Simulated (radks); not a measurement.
Spherical quantum dot in the effective-mass picture: electrons in a well V = -V0 / (1 + exp((r - R)/a)) with V0 = 17.5, R = 3.19, a = 0.19, with a point charge +2 (a donor) at the centre, all in effective atomic units (hartree* = m*/eps^2 hartree, bohr* = eps/m* bohr), one dielectric constant everywhere. Calculated with a radial shooting solver with Libxc functionals: non-relativistic Kohn-Sham, exchange-only LDA, spin-polarised, spherical densities. Levels are named by radial order and angular momentum (1s, 1p, 1d, 2s, ...), and open shells are averaged over m.

N = 19, configuration 1s2 1p6 1d(up 5, down 4) 2s2. This is the lowest configuration that the search found. Occupied and some empty levels:

| level | occupation | eigenvalue (hartree*) | <r> (bohr*) |
|---|---|---|---|
| 1s up | 1 | -9.9215 | 1.589 |
| 1s down | 1 | -9.9065 | 1.575 |
| 1p up | 3 | -9.4479 | 2.065 |
| 1p down | 3 | -9.4269 | 2.063 |
| 2s up | 1 | -8.9897 | 1.369 |
| 2s down | 1 | -8.9798 | 1.380 |
| 1d up | 5 | -8.9180 | 2.190 |
| 1d down | 4 | -8.8962 | 2.190 |
| 1f up | 0 | -8.2387 | 2.282 |
| 1f down | 0 | -8.2168 | 2.282 |
| 1g up | 0 | -7.4205 | 2.357 |
| 2p up | 0 | -7.4181 | 1.662 |
| 2p down | 0 | -7.4054 | 1.661 |
| 1g down | 0 | -7.3988 | 2.358 |

Energy (hartree*): total -252.476, kinetic 23.895, external -348.71, Hartree 80.646, exchange-correlation -8.3028.
